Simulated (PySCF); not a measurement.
C₄H₁₁AsGe.
Atom-mapped SMILES: `[CH2:1]=[CH:2][CH2:3][CH2:4][AsH:5][GeH3:6]` (hydrogens: H7, H8 on C1; H9 on C2; H10, H11 on C3; H12, H13 on C4; H14 on As5; H15, H16, H17 on Ge6)

Computed by this run: PBE0-D3(BJ)/def2-SVP geometry optimisation, gas phase (PySCF 2.14.0); density fitting, grid level 1; the optimiser is geomeTRIC in internal coordinates, started from a GFN2-xTB structure.

Step 0: E = -121649.2028 eV
```
atom  x, y, z in Å  |  force x, y, z in eV/Å
C1     -3.1372   -0.6407    0.7549   -0.309  -0.189   0.054
C2     -1.9596   -0.0631    0.8938    0.465   0.530  -0.219
C3     -1.2661    0.7260   -0.1686    0.308  -0.434   0.399
C4      0.0892    0.1132   -0.5278   -0.177   0.268  -0.017
As5     1.3816    0.1002    0.9960   -0.284  -0.242   0.033
Ge6     3.2514   -0.4148   -0.3886    0.262  -0.122  -0.254
H7     -3.7003   -0.5669   -0.1620   -0.285   0.068  -0.554
H8     -3.5947   -1.2056    1.5492   -0.219  -0.329   0.492
H9     -1.4102   -0.1499    1.8282    0.077  -0.111   0.380
H10    -1.8956    0.7754   -1.0613   -0.136   0.084  -0.261
H11    -1.1070    1.7490    0.1934   -0.018   0.315  -0.010
H12     0.5195    0.6609   -1.3711    0.194   0.066  -0.147
H13    -0.0590   -0.9228   -0.8493    0.069  -0.256  -0.015
H14     1.6772    1.5792    0.9074    0.052   0.328   0.025
H15     3.3001    0.3260   -1.7052   -0.231   0.493  -0.483
H16     4.6139   -0.1908    0.2108    0.483   0.231   0.584
H17     3.2899   -1.8633   -0.8107   -0.250  -0.700  -0.009
```

Q: Estimate the geometry and energy of step 1. (The exact step hangs on the optimiser's Hessian estimate; all steps are aligned on step 0, rigid shifts and turns removed.)

A: E = -121649.3412 eV, largest force 0.263 eV/Å
```
atom  x, y, z in Å  |  force x, y, z in eV/Å
C1     -3.1684   -0.6439    0.7616   -0.064  -0.008  -0.028
C2     -1.9781   -0.0628    0.9115    0.029  -0.057   0.090
C3     -1.2618    0.7135   -0.1460   -0.007   0.095  -0.083
C4      0.0893    0.1205   -0.5459    0.023  -0.059   0.001
As5     1.4101    0.0975    0.9484    0.053   0.143  -0.044
Ge6     3.3198   -0.4355   -0.4453    0.183  -0.051  -0.106
H7     -3.7241   -0.5707   -0.1807    0.014  -0.009   0.025
H8     -3.6381   -1.2083    1.5724    0.016   0.016  -0.015
H9     -1.4571   -0.1675    1.8735   -0.017   0.012  -0.025
H10    -1.9003    0.7819   -1.0455    0.026   0.006   0.056
H11    -1.1062    1.7522    0.2040   -0.018  -0.029  -0.021
H12     0.5156    0.6710   -1.3974   -0.017   0.009   0.003
H13    -0.0381   -0.9291   -0.8602    0.006   0.025   0.005
H14     1.7134    1.6038    0.8833   -0.029  -0.153   0.009
H15     3.3088    0.3918   -1.7669    0.013  -0.145   0.213
H16     4.6396   -0.1534    0.3286   -0.222  -0.047  -0.132
H17     3.2686   -1.9489   -0.8064    0.012   0.249   0.052
```

The energy changes by -0.1384 eV. The first-order estimate −F·Δx gives -0.3260 eV and the mean of the old and new forces, exact on a quadratic surface, -0.1371 eV. The step makes an angle of 51° with the force vector and moves no atom by more than 0.126 Å.

The cost below is that of the whole optimisation. Hardware: one thread of an Intel Xeon 6975P-C, no GPU (shared host). Cost: 53 s of wall time, 0.74 GiB resident at most.
